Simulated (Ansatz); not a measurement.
The molecule BH-, multiplicity 2 (lowest of 2S+1 = 2, 4 at CCSD(T)/def2-TZVPP on PBE0 minima; our sources give no spin for the ground state, which may be another). The T1 diagnostic near the minimum is 0.113, so single-reference values are doubtful.

The constants come from a fifth-degree fit in 1/R (seven points, main isotopes). In def2 and cc sets the state is the lowest found near the PBE0 minimum, followed along R.

Codes used: Ansatz (Gaussian basis) for Hartree–Fock, density functionals and correlated methods. Values without a source in brackets are computed.

Energies at B97M-V/def2-TZVPP:

```tsv
R (Å)	E (hartree)
1.177029	-25.30316816
1.208669	-25.30475910
1.237779	-25.30559725
1.270685	-25.30593746
1.303591	-25.30573850
1.341560	-25.30495998
1.385856	-25.30345952
```

With a reduced mass of 0.9233 u, find the minimum, the force constant and the constants.

A fifth-degree polynomial in 1/R puts the minimum at r_e = 1.2740 Å with force constant 212 N/m. Then ω_e = (1/2πc)√(k/μ) = 1976 cm⁻¹ and B_e = h/(8π²cμr_e²) = 11.25 cm⁻¹; the cubic and quartic terms give α_e = 0.55 and ω_e x_e = 59 cm⁻¹.

Ansatz is a first-principles code.
